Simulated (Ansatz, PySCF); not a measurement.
Here is a job for Ansatz (a quantum-chemistry and plane-wave program).
Ansatz 0.2 input:
```yaml
crystal:
  periodic: [false, false, false]
  atoms:
    - {symbol: K, position_ang: [-1.05890000, -0.75220000, -0.90220000]}
    - {symbol: I, position_ang: [1.05890000, 0.75220000, 0.90220000]}
basis:
  gaussian:
    orbitals: 6-311G__.json
hamiltonian:
  xc: pbe
total_charge: -1
magnetization: {spin_polarized: true, initial_magnetization: 1}
accuracy: high
```
The basis file holds 6-311G** in the JSON format of the Basis Set Exchange.

Question: Give the equivalent PySCF input.

Answer: One answer among several that fit: 
```python
from pyscf import gto, scf, dft

mol = gto.M(
    atom='''
K    -1.05890000   -0.75220000   -0.90220000
I     1.05890000    0.75220000    0.90220000
''',
    basis='6-311g**',
    charge=-1,
    spin=1,
    verbose=4,
)

mf = dft.UKS(mol)
mf.xc = 'pbe'
mf.grids.atom_grid = (99, 590)
mf.grids.prune = None
mf.kernel()
```

Both were run: Ansatz gave -7518.736302 Eh and PySCF -7518.736308 Eh, 0.006 mEh apart.
